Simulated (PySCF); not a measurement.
How methods differ on the excitation energy of Os⁺

Os⁺ [Xe] 4f14 5d6 6s1 (6D) → Os⁺ [Xe] 4f14 5d5 6s1 6p1 (8P), as a difference of total energies. Calculation: PySCF 2.14, in aug-cc-pVDZ-PP with ECP60MDF (5s5p4d2f, 54 functions); a scalar-relativistic core potential. Correlated levels: valence: 5s2 5p6 frozen. The calculations carry no spin-orbit coupling.

```json
{"method": "UHF", "excitation energy (eV)": "3.328"}
{"method": "LDA", "excitation energy (eV)": "5.314"}
{"method": "PBE", "excitation energy (eV)": "5.275"}
{"method": "PBE0", "excitation energy (eV)": "5.036"}
{"method": "r2SCAN", "excitation energy (eV)": "4.741"}
{"method": "r2SCANh", "excitation energy (eV)": "4.715"}
{"method": "M06-L", "excitation energy (eV)": "5.584"}
{"method": "MN15", "excitation energy (eV)": "5.514"}
{"method": "LC-wPBE", "excitation energy (eV)": "4.769"}
{"method": "MP2 (valence)", "excitation energy (eV)": "4.328"}
{"method": "SCS-MP2 (valence)", "excitation energy (eV)": "4.636"}
```

**Question.** How much does correlation contribute at MP2 (valence)?

**Answer.** 4.328 − (3.328) = 1.000 eV, measured against UHF.
